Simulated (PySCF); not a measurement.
# Computed records: ClFH₃Si₂, BFH₅Si₂, AlFH₂NSi, F₂HSi and others

All values are calculated (PySCF 2.14.0). Calculation on a computer-drawn molecule: the log of a Hartree-Fock and frozen-core CCSD(T) single point meant for a local Hartree-Fock minimum, with one planted fault or none, to be diagnosed. Offsets are logged minus clean, where the clean run is the same molecule without the fault. The reference is restricted for singlets and unrestricted otherwise, and also for a bond in bohr or an excited solution. Adding or removing an electron swaps singlet and doublet. The excited solution moves the top pair (singlet) or top alpha electron (doublet) to the lowest empty orbital. Highest occupied and lowest empty are orbital energies over both spins, largest force is the largest gradient component, triples share is (T) over the correlation energy, the T1 limit is 0.02 restricted and 0.045 unrestricted, electrons count all cores, a negative frequency is imaginary (commonest isotopes), and the dipole is about the centre of nuclear charge.

Common to all runs: meant multiplicity 1; logged SCF converged yes; possible faults no fault, one electron removed, one electron added, multiplicity raised by two, geometry at a saddle point, SCF held on an excited solution, minimal basis STO-3G, one bond length entered in bohr, all coordinates scaled.

```json
{"entry": 1, "formula": "ClFH3Si2", "logged_structure": {"atoms_angstrom": [["F", 0.3261, 1.4015, -3.6155], ["Si", 1.0763, 1.0698, -2.2813], ["Si", -0.0433, -0.3142, -0.6405], ["Cl", 2.8589, 1.8852, -2.2014], ["H", -0.3263, -1.523, -1.4224], ["H", 0.9665, -0.4486, 0.4129], ["H", -1.2106, 0.5122, -0.3123]]}, "given": {"meant_charge": 1, "meant_basis": "cc-pV(D+d)Z", "logged_electrons": 56, "logged_basis_functions": 35, "logged_spin_squared": 0.0, "logged_highest_occupied [eV]": -15.857, "logged_lowest_empty [eV]": -2.1294, "logged_largest_force [hartree/bohr]": 0.05754, "logged_T1_diagnostic": 0.018476, "logged_D1_diagnostic": 0.082571, "logged_triples_share": 0.05724, "logged_CC_converged": "yes", "logged_dipole_magnitude [debye]": 4.6577, "logged_SCF_stable_within_its_kind": "yes", "logged_energy_HF [hartree]": -1125.43794, "logged_energy_CCSD(T) [hartree]": -1125.58192, "drawn_bonds_atom": [1, 2, 2, 3, 3, 3], "drawn_bonds_other_atom": [2, 3, 4, 5, 6, 7], "drawn_bonds_order": [1, 1, 1, 1, 1, 1]}, "results": {"planted_fault": "minimal basis STO-3G", "HF_energy_offset_from_clean_run [kcal/mol]": 8118, "CCSD(T)_energy_offset_from_clean_run [kcal/mol]": 8378}}
{"entry": 2, "formula": "ClFH3Si2", "logged_structure": {"atoms_angstrom": [["F", 0.3398, 1.4604, -3.7673], ["Si", 1.1215, 1.1148, -2.3771], ["Si", -0.0451, -0.3274, -0.6674], ["Cl", 2.979, 1.9644, -2.2938], ["H", -0.34, -1.587, -1.4822], ["H", 1.0071, -0.4675, 0.4303], ["H", -1.2615, 0.5337, -0.3255]]}, "given": {"meant_charge": 1, "meant_basis": "cc-pV(D+d)Z", "logged_electrons": 56, "logged_basis_functions": 98, "logged_spin_squared": 0.0, "logged_highest_occupied [eV]": -17.783, "logged_lowest_empty [eV]": -5.2537, "logged_largest_force [hartree/bohr]": 0.038579, "logged_T1_diagnostic": 0.016742, "logged_D1_diagnostic": 0.057773, "logged_triples_share": 0.025999, "logged_CC_converged": "yes", "logged_dipole_magnitude [debye]": 4.4513, "logged_SCF_stable_within_its_kind": "yes", "logged_energy_HF [hartree]": -1138.36377, "logged_energy_CCSD(T) [hartree]": -1138.92617, "drawn_bonds_atom": [1, 2, 2, 3, 3, 3], "drawn_bonds_other_atom": [2, 3, 4, 5, 6, 7], "drawn_bonds_order": [1, 1, 1, 1, 1, 1]}, "results": {"planted_fault": "all coordinates scaled, by +4.2 %", "HF_energy_offset_from_clean_run [kcal/mol]": 7.119, "CCSD(T)_energy_offset_from_clean_run [kcal/mol]": 4.3}}
{"entry": 3, "formula": "BFH5Si2", "logged_structure": {"atoms_angstrom": [["F", -0.4923, -3.6945, 0.1948], ["Si", 0.6033, -2.7301, -0.3775], ["B", 0.6051, -0.8236, 0.2843], ["Si", 1.5772, -0.19, 1.9984], ["H", 1.5158, -3.437, -1.2745], ["H", -0.0166, -0.0669, -0.3986], ["H", 2.5016, 0.8623, 1.5381], ["H", 0.498, 0.3213, 2.8631], ["H", 2.2973, -1.3146, 2.6247]]}, "given": {"meant_charge": 1, "meant_basis": "cc-pV(D+d)Z", "logged_electrons": 46, "logged_basis_functions": 99, "logged_spin_squared": 2.0211, "logged_highest_occupied [eV]": -13.879, "logged_lowest_empty [eV]": -7.073, "logged_largest_force [hartree/bohr]": 0.05437, "logged_T1_diagnostic": 0.021079, "logged_D1_diagnostic": 0.09058, "logged_triples_share": 0.023978, "logged_CC_converged": "yes", "logged_dipole_magnitude [debye]": 2.6522, "logged_SCF_stable_within_its_kind": "yes", "logged_energy_HF [hartree]": -704.54155, "logged_energy_CCSD(T) [hartree]": -705.03745, "drawn_bonds_atom": [1, 2, 3, 2, 3, 4, 4, 4], "drawn_bonds_other_atom": [2, 3, 4, 5, 6, 7, 8, 9], "drawn_bonds_order": [1, 1, 1, 1, 1, 1, 1, 1]}, "results": {"planted_fault": "multiplicity raised by two", "HF_energy_offset_from_clean_run [kcal/mol]": 55.77, "CCSD(T)_energy_offset_from_clean_run [kcal/mol]": 62.35}}
{"entry": 4, "formula": "BFH5Si2", "logged_structure": {"atoms_angstrom": [["F", -0.4923, -3.6945, 0.1948], ["Si", 0.6033, -2.7301, -0.3775], ["B", 0.6051, -0.8236, 0.2843], ["Si", 1.5772, -0.19, 1.9984], ["H", 1.5158, -3.437, -1.2745], ["H", -0.5698, 0.6064, -1.0063], ["H", 2.5016, 0.8623, 1.5381], ["H", 0.498, 0.3213, 2.8631], ["H", 2.2973, -1.3146, 2.6247]]}, "given": {"meant_charge": 1, "meant_basis": "cc-pV(D+d)Z", "logged_electrons": 46, "logged_basis_functions": 99, "logged_spin_squared": 0.733, "logged_highest_occupied [eV]": -15.333, "logged_lowest_empty [eV]": -5.4101, "logged_largest_force [hartree/bohr]": 0.013316, "logged_T1_diagnostic": 0.053513, "logged_D1_diagnostic": 0.25359, "logged_triples_share": 0.03033, "logged_CC_converged": "yes", "logged_dipole_magnitude [debye]": 3.3818, "logged_SCF_stable_within_its_kind": "yes", "logged_energy_HF [hartree]": -704.51486, "logged_energy_CCSD(T) [hartree]": -705.01908, "drawn_bonds_atom": [1, 2, 3, 2, 3, 4, 4, 4], "drawn_bonds_other_atom": [2, 3, 4, 5, 6, 7, 8, 9], "drawn_bonds_order": [1, 1, 1, 1, 1, 1, 1, 1]}, "results": {"planted_fault": "one bond length entered in bohr, row 5 of the drawn bonds", "HF_energy_offset_from_clean_run [kcal/mol]": 72.51, "CCSD(T)_energy_offset_from_clean_run [kcal/mol]": 73.88}, "notes": ["T1 above single-reference limit"]}
{"entry": 5, "formula": "BFH5Si2", "logged_structure": {"atoms_angstrom": [["F", -0.4923, -3.6945, 0.1948], ["Si", 0.6033, -2.7301, -0.3775], ["B", 0.6051, -0.8236, 0.2843], ["Si", 1.5772, -0.19, 1.9984], ["H", 1.5158, -3.437, -1.2745], ["H", -0.0166, -0.0669, -0.3986], ["H", 2.5016, 0.8623, 1.5381], ["H", 0.498, 0.3213, 2.8631], ["H", 2.2973, -1.3146, 2.6247]]}, "given": {"meant_charge": 1, "meant_basis": "cc-pV(D+d)Z", "logged_electrons": 46, "logged_basis_functions": 99, "logged_spin_squared": 0.0, "logged_highest_occupied [eV]": -10.397, "logged_lowest_empty [eV]": -10.934, "logged_largest_force [hartree/bohr]": 0.10236, "logged_CC_converged": "no", "logged_dipole_magnitude [debye]": 7.4446, "logged_SCF_stable_within_its_kind": "no", "logged_energy_HF [hartree]": -704.17044, "drawn_bonds_atom": [1, 2, 3, 2, 3, 4, 4, 4], "drawn_bonds_other_atom": [2, 3, 4, 5, 6, 7, 8, 9], "drawn_bonds_order": [1, 1, 1, 1, 1, 1, 1, 1]}, "results": {"planted_fault": "SCF held on an excited solution", "HF_energy_offset_from_clean_run [kcal/mol]": 288.6}, "notes": ["CCSD not converged"]}
{"entry": 6, "formula": "AlFH2NSi", "logged_structure": {"atoms_angstrom": [["F", -1.3325, -3.1164, 0.687], ["Si", -0.5888, -0.2522, 0.4613], ["N", -1.6558, 0.8962, 0.3236], ["Al", -2.9031, 1.9935, 0.1842], ["H", 0.8543, -0.115, 0.4995], ["H", -4.0328, 3.029, 0.0545]]}, "given": {"meant_charge": 1, "meant_basis": "cc-pV(D+d)Z", "logged_electrons": 44, "logged_basis_functions": 84, "logged_spin_squared": 0.9628, "logged_highest_occupied [eV]": -14.294, "logged_lowest_empty [eV]": -4.0721, "logged_largest_force [hartree/bohr]": 0.023155, "logged_T1_diagnostic": 0.029244, "logged_D1_diagnostic": 0.14339, "logged_triples_share": 0.027996, "logged_CC_converged": "yes", "logged_dipole_magnitude [debye]": 5.8592, "logged_SCF_stable_within_its_kind": "yes", "logged_energy_HF [hartree]": -685.57409, "logged_energy_CCSD(T) [hartree]": -686.04377, "drawn_bonds_atom": [1, 2, 3, 2, 4], "drawn_bonds_other_atom": [2, 3, 4, 5, 6], "drawn_bonds_order": [1, 1, 2, 1, 1]}, "results": {"planted_fault": "one bond length entered in bohr, row 1 of the drawn bonds", "HF_energy_offset_from_clean_run [kcal/mol]": 101.8, "CCSD(T)_energy_offset_from_clean_run [kcal/mol]": 128.0}}
{"entry": 7, "formula": "F2HSi", "logged_structure": {"atoms_angstrom": [["F", 2.9641, -1.6249, -1.3403], ["Si", 1.5263, -1.2881, -2.1542], ["F", 0.492, -1.5697, -0.8525], ["H", 1.594, 0.2548, -1.9844]]}, "given": {"meant_charge": -1, "meant_basis": "aug-cc-pV(D+d)Z", "logged_electrons": 34, "logged_basis_functions": 20, "logged_spin_squared": 0.0, "logged_highest_occupied [eV]": 3.0692, "logged_lowest_empty [eV]": 21.757, "logged_largest_force [hartree/bohr]": 0.022894, "logged_T1_diagnostic": 0.0097922, "logged_D1_diagnostic": 0.028536, "logged_triples_share": 0.032591, "logged_CC_converged": "yes", "logged_dipole_magnitude [debye]": 1.0458, "logged_SCF_stable_within_its_kind": "yes", "logged_energy_HF [hartree]": -482.09039, "logged_energy_CCSD(T) [hartree]": -482.16042, "drawn_bonds_atom": [1, 2, 2], "drawn_bonds_other_atom": [2, 3, 4], "drawn_bonds_order": [1, 1, 1]}, "results": {"planted_fault": "minimal basis STO-3G", "HF_energy_offset_from_clean_run [kcal/mol]": 4041, "CCSD(T)_energy_offset_from_clean_run [kcal/mol]": 4346}, "notes": ["highest electron not bound in this basis"]}
{"entry": 8, "formula": "BFH4Si2", "logged_structure": {"atoms_angstrom": [["F", -0.8972, 0.1177, 1.588], ["Si", -2.4817, 0.4117, 1.83], ["B", -3.3626, 0.8339, 0.0543], ["Si", -2.3371, 0.7768, -1.6612], ["H", -3.0474, -0.802, 2.4566], ["H", -2.5635, 1.5483, 2.7707], ["H", -4.5339, 1.1123, 0.0702], ["H", -1.9597, 2.2367, -1.4631]]}, "given": {"meant_charge": 0, "meant_basis": "cc-pV(D+d)Z", "logged_electrons": 46, "logged_basis_functions": 32, "logged_spin_squared": 0.0, "logged_highest_occupied [eV]": -6.0053, "logged_lowest_empty [eV]": 5.9158, "logged_largest_force [hartree/bohr]": 0.026386, "logged_T1_diagnostic": 0.014992, "logged_D1_diagnostic": 0.057759, "logged_triples_share": 0.019473, "logged_CC_converged": "yes", "logged_dipole_magnitude [debye]": 1.3587, "logged_SCF_stable_within_its_kind": "yes", "logged_energy_HF [hartree]": -695.86246, "logged_energy_CCSD(T) [hartree]": -696.02654, "drawn_bonds_atom": [1, 2, 3, 2, 2, 3, 4], "drawn_bonds_other_atom": [2, 3, 4, 5, 6, 7, 8], "drawn_bonds_order": [1, 1, 1, 1, 1, 1, 1]}, "results": {"planted_fault": "minimal basis STO-3G", "HF_energy_offset_from_clean_run [kcal/mol]": 5292, "CCSD(T)_energy_offset_from_clean_run [kcal/mol]": 5510}}
{"entry": 9, "formula": "FH4OSi2", "logged_structure": {"atoms_angstrom": [["F", -2.3151, -1.5058, 1.557], ["Si", -1.2723, -0.5346, 0.8453], ["O", 0.1465, -0.7596, 1.7934], ["Si", 1.0312, -1.34, 2.9298], ["H", -1.6505, 0.8591, 1.0163], ["H", -0.9403, -1.0068, -0.4894], ["H", 0.4692, -2.3067, 3.863], ["H", 2.4097, -0.8817, 3.0116]]}, "given": {"meant_charge": 1, "meant_basis": "cc-pV(D+d)Z", "logged_electrons": 47, "logged_basis_functions": 94, "logged_spin_squared": 0.8006, "logged_highest_occupied [eV]": -23.977, "logged_lowest_empty [eV]": -15.795, "logged_largest_force [hartree/bohr]": 0.11105, "logged_T1_diagnostic": 0.029449, "logged_D1_diagnostic": 0.16685, "logged_triples_share": 0.024266, "logged_CC_converged": "yes", "logged_dipole_magnitude [debye]": 4.3357, "logged_SCF_stable_within_its_kind": "yes", "logged_energy_HF [hartree]": -753.74866, "logged_energy_CCSD(T) [hartree]": -754.32572, "drawn_bonds_atom": [1, 2, 3, 2, 2, 4, 4], "drawn_bonds_other_atom": [2, 3, 4, 5, 6, 7, 8], "drawn_bonds_order": [1, 1, 1, 1, 1, 1, 1]}, "results": {"planted_fault": "one electron removed", "HF_energy_offset_from_clean_run [kcal/mol]": 388.4, "CCSD(T)_energy_offset_from_clean_run [kcal/mol]": 395.4}}
{"entry": 10, "formula": "FH5OSi2", "logged_structure": {"atoms_angstrom": [["F", -3.2092, 1.0532, -0.7014], ["Si", -1.9352, 0.1031, -0.9672], ["O", -1.116, -0.0672, 0.419], ["Si", -0.8122, 0.24, 2.0115], ["H", -1.1013, 0.7661, -1.9752], ["H", -2.4454, -1.1956, -1.4182], ["H", -0.6243, 1.6906, 2.2131], ["H", 0.4175, -0.481, 2.389], ["H", -1.9429, -0.2324, 2.8346]]}, "given": {"meant_charge": 0, "meant_basis": "cc-pV(D+d)Z", "logged_electrons": 51, "logged_basis_functions": 99, "logged_spin_squared": 0.7567, "logged_highest_occupied [eV]": 2.856, "logged_lowest_empty [eV]": 8.5706, "logged_largest_force [hartree/bohr]": 0.071506, "logged_T1_diagnostic": 0.023383, "logged_D1_diagnostic": 0.14602, "logged_triples_share": 0.021175, "logged_CC_converged": "yes", "logged_dipole_magnitude [debye]": 7.2408, "logged_SCF_stable_within_its_kind": "yes", "logged_energy_HF [hartree]": -755.11971, "logged_energy_CCSD(T) [hartree]": -755.76337, "drawn_bonds_atom": [1, 2, 3, 2, 2, 4, 4, 4], "drawn_bonds_other_atom": [2, 3, 4, 5, 6, 7, 8, 9], "drawn_bonds_order": [1, 1, 1, 1, 1, 1, 1, 1]}, "results": {"planted_fault": "one electron added", "HF_energy_offset_from_clean_run [kcal/mol]": 77.35, "CCSD(T)_energy_offset_from_clean_run [kcal/mol]": 62.41}, "notes": ["highest electron not bound in this basis"]}
```
